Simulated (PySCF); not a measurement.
A run for PySCF: R-HF/3-21G on ClHOSn (SMILES [OH][Sn][Cl]), a point of a torsion scan.

```python
from pyscf import gto, scf, dft, mp
from pyscf.data.elements import chemcore

mol = gto.M(
    atom='''
    O    -1.06558598   -0.00050470    0.06491011
    Sn    0.53163110    1.16238634   -0.11139805
    Cl    0.43127452    1.79103909   -2.41327027
    H    -1.73954594   -0.67176613    0.00676429
    ''',
    basis='3-21g',
    charge=0, spin=0, verbose=3, max_memory=1800)
mf = scf.RHF(mol)
mf.conv_tol = 1e-8
mf.max_cycle = 100
mf.kernel()
if not mf.converged:
    mf = mf.newton().run(mf.mo_coeff, mf.mo_occ)
```

It printed:

```
converged SCF energy = -6528.69109289436
```

The calculation finished and met its thresholds.

Cost: around 0.6 core-seconds (rough).
